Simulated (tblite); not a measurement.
Compound: C4H10BO3Si (charge -1).
Bonds: C1–C2 (double), C2–Si3, Si3–O4, O4–B5, B5–O6, O6–C7, C7–C8, C8–O9, B5–O9. Hydrogens: H10, H11 on C1; H12 on C2; H13, H14 on Si3; H15 on B5; H16, H17 on C7; H18, H19 on C8.
Bond orders are those of one Lewis drawing.

Computed with GFN2-xTB (tblite), gas phase: L-BFGS steps from a force-field or distance-geometry start until the largest atomic force falls under 0.01 eV/Å.

Step 32: E = -793.4312 eV
```
atom  x, y, z in Å  |  force x, y, z in eV/Å
C1      4.1020   -0.1352    0.1916   -0.034  -0.001  -0.008
C2      2.8405   -0.5179    0.2927   -0.030   0.014   0.019
Si3     1.3726   -0.2232   -0.8871   -0.012   0.040   0.029
O4      0.0002   -0.4252   -0.1612    0.024   0.079   0.061
B5     -0.7813    0.2773    0.9151    0.080  -0.026  -0.009
O6     -1.5722    1.3724    0.3088   -0.010   0.001   0.039
C7     -2.7382    0.7786   -0.1454    0.016   0.003  -0.039
C8     -2.9898   -0.4226    0.7961   -0.038  -0.004  -0.003
O9     -1.7887   -0.6743    1.4391   -0.046   0.053   0.053
H10     4.8418   -0.3358    0.9597    0.013  -0.004  -0.027
H11     4.4707    0.4084   -0.6652   -0.029   0.005  -0.043
H12     2.5561   -1.0487    1.1962    0.018  -0.024   0.032
H13     1.5868    1.0988   -1.5224    0.053  -0.059  -0.011
H14     1.3957   -1.2712   -1.9323    0.062   0.002  -0.037
H15    -0.0410    0.6822    1.7669    0.033  -0.013   0.013
H16    -3.5584    1.5130   -0.1318   -0.021  -0.022   0.036
H17    -2.6126    0.4171   -1.1799   -0.013  -0.029  -0.086
H18    -3.3267   -1.3133    0.2406   -0.047   0.004  -0.062
H19    -3.7672   -0.1712    1.5415   -0.019  -0.018   0.044
```

Step 33: E = -793.4333 eV
```
atom  x, y, z in Å  |  force x, y, z in eV/Å
C1      4.1066   -0.1368    0.1883   -0.026   0.015  -0.008
C2      2.8449   -0.5159    0.2968   -0.019  -0.008   0.012
Si3     1.3771   -0.2236   -0.8823   -0.027   0.085   0.017
O4      0.0007   -0.4119   -0.1610    0.012   0.060   0.072
B5     -0.7853    0.2788    0.9167    0.056   0.021   0.003
O6     -1.5802    1.3788    0.3156    0.008  -0.074   0.053
C7     -2.7415    0.7805   -0.1440    0.001  -0.009  -0.043
C8     -2.9932   -0.4245    0.7934   -0.035   0.014  -0.011
O9     -1.7925   -0.6780    1.4364   -0.023   0.063   0.009
H10     4.8534   -0.3393    0.9480    0.012  -0.020   0.003
H11     4.4703    0.4102   -0.6673   -0.028   0.022  -0.076
H12     2.5666   -1.0533    1.1978    0.007  -0.021   0.047
H13     1.5922    1.0927   -1.5318    0.059  -0.068   0.004
H14     1.4020   -1.2772   -1.9202    0.056  -0.019  -0.048
H15    -0.0512    0.6828    1.7737    0.048  -0.016   0.015
H16    -3.5653    1.5099   -0.1326   -0.035  -0.002   0.043
H17    -2.6125    0.4222   -1.1792    0.001  -0.035  -0.089
H18    -3.3330   -1.3128    0.2349   -0.032   0.013  -0.052
H19    -3.7690   -0.1732    1.5399   -0.033  -0.021   0.049
```

Step 34: E = -793.4357 eV
```
atom  x, y, z in Å  |  force x, y, z in eV/Å
C1      4.1101   -0.1385    0.1845   -0.008   0.032  -0.011
C2      2.8483   -0.5142    0.3028    0.001  -0.031   0.008
Si3     1.3816   -0.2229   -0.8766   -0.030   0.091  -0.001
O4      0.0011   -0.3967   -0.1602    0.004   0.025   0.067
B5     -0.7886    0.2803    0.9181    0.005   0.068   0.031
O6     -1.5886    1.3846    0.3236    0.017  -0.127   0.044
C7     -2.7446    0.7823   -0.1434   -0.018  -0.021  -0.037
C8     -2.9972   -0.4262    0.7906   -0.025   0.031  -0.017
O9     -1.7969   -0.6800    1.4346    0.001   0.054  -0.039
H10     4.8662   -0.3430    0.9343   -0.003  -0.032   0.019
H11     4.4666    0.4122   -0.6714   -0.033   0.029  -0.088
H12     2.5775   -1.0590    1.2015   -0.003  -0.009   0.050
H13     1.5993    1.0847   -1.5417    0.064  -0.054   0.014
H14     1.4119   -1.2823   -1.9087    0.042  -0.029  -0.040
H15    -0.0607    0.6824    1.7806    0.064  -0.012   0.021
H16    -3.5727    1.5064   -0.1325   -0.037   0.013   0.039
H17    -2.6121    0.4268   -1.1800    0.013  -0.029  -0.066
H18    -3.3396   -1.3121    0.2281   -0.011   0.027  -0.029
H19    -3.7715   -0.1755    1.5388   -0.043  -0.026   0.037
```

**Question.** Estimate the geometry and energy of step 35. (The exact step hangs on the optimiser's Hessian estimate; all steps are aligned on step 34, rigid shifts and turns removed.)

**Answer.** E = -793.4380 eV, largest force 0.122 eV/Å
```
atom  x, y, z in Å  |  force x, y, z in eV/Å
C1      4.1125   -0.1396    0.1809    0.010   0.042  -0.015
C2      2.8510   -0.5133    0.3092    0.020  -0.044   0.002
Si3     1.3852   -0.2209   -0.8710   -0.017   0.049  -0.014
O4      0.0019   -0.3824   -0.1585    0.003  -0.011   0.050
B5     -0.7914    0.2827    0.9201   -0.048   0.087   0.060
O6     -1.5958    1.3877    0.3314    0.012  -0.121   0.010
C7     -2.7477    0.7835   -0.1437   -0.034  -0.028  -0.022
C8     -3.0014   -0.4272    0.7878   -0.013   0.033  -0.015
O9     -1.8014   -0.6803    1.4330    0.016   0.022  -0.069
H10     4.8779   -0.3465    0.9214   -0.025  -0.034   0.016
H11     4.4610    0.4143   -0.6770   -0.041   0.023  -0.074
H12     2.5872   -1.0647    1.2066   -0.006   0.009   0.037
H13     1.6075    1.0761   -1.5512    0.068  -0.019   0.017
H14     1.4230   -1.2861   -1.8998    0.024  -0.022  -0.016
H15    -0.0681    0.6814    1.7873    0.072  -0.003   0.028
H16    -3.5797    1.5034   -0.1316   -0.023   0.019   0.024
H17    -2.6116    0.4302   -1.1820    0.018  -0.012  -0.025
H18    -3.3453   -1.3112    0.2215    0.007   0.037  -0.004
H19    -3.7746   -0.1779    1.5384   -0.044  -0.028   0.011
```

The energy changes by -0.0023 eV. The first-order estimate −F·Δx gives -0.0032 eV and the mean of the old and new forces, exact on a quadratic surface, -0.0023 eV. The step makes an angle of 76° with the force vector and moves no atom by more than 0.018 Å.

The cost below is that of the whole relaxation. Time: 2.5 s of wall time. Hardware: an Arm Neoverse N1 with one thread, no GPU, shared host.
